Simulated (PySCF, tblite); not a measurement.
Isomers of CH7F2NSi2, one GFN2-xTB conformer each. Single-point energies are computed at PBE0/pcSseg-1 (PySCF, gas phase, no added dispersion term), electronic only.

```csv
SMILES,GFN2-xTB relative energy (kJ/mol)
C[SiH2][Si](N)(F)F,0.0
FC[SiH2]N[SiH2]F,51.4
N[SiH2][SiH2]C(F)F,341.7
```

Conformers: `[CH3:1][SiH2:2][Si:3]([NH2:4])([F:5])[F:6]` with C1–Si2–Si3–N4 -63°, Si2–Si3–N4–H -48° and 163°; `[F:1][CH2:2][SiH2:3][NH:4][SiH2:5][F:6]` with F1–C2–Si3–N4 -58°, C2–Si3–N4–Si5 26°, Si3–N4–Si5–F6 178°; `[NH2:1][SiH2:2][SiH2:3][CH:4]([F:5])[F:6]` with H–N1–Si2–Si3 -169° and 53°, N1–Si2–Si3–C4 -178°, Si2–Si3–C4–F5 59°.

What does PBE0/pcSseg-1 give for the same structures?

| SMILES | PBE0/pcSseg-1 E (Eh) | PBE0/pcSseg-1 (kJ/mol) | GFN2-xTB (kJ/mol) | point group |
| --- | --- | --- | --- | --- |
| C[SiH2][Si](N)(F)F | -875.31427 | 0.0 | 0.0 | C1 |
| FC[SiH2]N[SiH2]F | -875.23550 | 206.8 | 51.4 | C1 |
| N[SiH2][SiH2]C(F)F | -875.14989 | 431.6 | 341.7 | – |

Both levels put the same isomer lowest; measured from each level's own lowest isomer, the values differ by up to 155.4 kJ/mol (FC[SiH2]N[SiH2]F: 51.4 against 206.8). As drawn, the lowest has an Si–F bond, which the highest lacks; the highest has two fluorines on one carbon, which the lowest lacks.

Which frontier levels, dipoles and rotational constants go with these structures?

```tsv
SMILES	HOMO (eV, PBE0/pcSseg-1)	LUMO (eV)	dipole (D)	A, B, C (MHz)
C[SiH2][Si](N)(F)F	-8.15	-0.15	2.97	3210, 1400, 1309
FC[SiH2]N[SiH2]F	-7.66	0.30	2.42	3824, 1268, 1002
N[SiH2][SiH2]C(F)F	-7.47	-0.64	2.68	4129, 1101, 1055
```

What happens when harmonic zero-point energies from GFN2-xTB frequencies are added?

```
            SMILES  ZPE (kJ/mol)  electronic (kJ/mol)  with ZPE (kJ/mol)
C[SiH2][Si](N)(F)F         220.4                  0.0                0.0
  FC[SiH2]N[SiH2]F         210.7                206.8              197.1
N[SiH2][SiH2]C(F)F         207.3                431.6              418.4
```

The zero-point energies span 13.1 kJ/mol. The order is unchanged.
